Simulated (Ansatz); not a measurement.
H₂O₂Sn, SMILES `[OH][Sn][OH]`. Charge 0, multiplicity 1. Sn: def2 effective core potential.

Problem. What are the harmonic wavenumbers in cm⁻¹ at PBE0-D4/def2-TZVP (Ansatz, finite differences of forces, unscaled)? (Estimate.)

Solution. Ansatz gave: 193, 365, 464, 585, 621, 721, 782, 3846, 3893.

Problem. Is this a minimum?

Solution. Yes, all 9 modes are real.

Problem. Give the ideal-gas thermochemistry at 298.15 K and 1 bar (rigid rotor, harmonic oscillator; point group Cs, symmetry number 1).

Solution. Zero-point energy 68.6 kJ/mol; H(298) − E = 82.9 kJ/mol; entropy 297.1 J/(mol·K), of which translation 171.6, rotation 102.7, vibration 22.8; G(298) − E = -5.7 kJ/mol.

Problem. And at 400, 500, 600, 800 and 1000 K?

Solution. 
```json
{"T (K)": "400", "H − E (kJ/mol)": "90.3", "S (J/mol/K)": "318.2", "G − E (kJ/mol)": "-37.0"}
{"T (K)": "500", "H − E (kJ/mol)": "98.1", "S (J/mol/K)": "335.7", "G − E (kJ/mol)": "-69.7"}
{"T (K)": "600", "H − E (kJ/mol)": "106.3", "S (J/mol/K)": "350.7", "G − E (kJ/mol)": "-104.1"}
{"T (K)": "800", "H − E (kJ/mol)": "123.5", "S (J/mol/K)": "375.3", "G − E (kJ/mol)": "-176.8"}
{"T (K)": "1000", "H − E (kJ/mol)": "141.3", "S (J/mol/K)": "395.2", "G − E (kJ/mol)": "-253.9"}
```

Problem. Rotational constants (cm⁻¹)?

Solution. 0.3238, 0.2368, 0.1368.
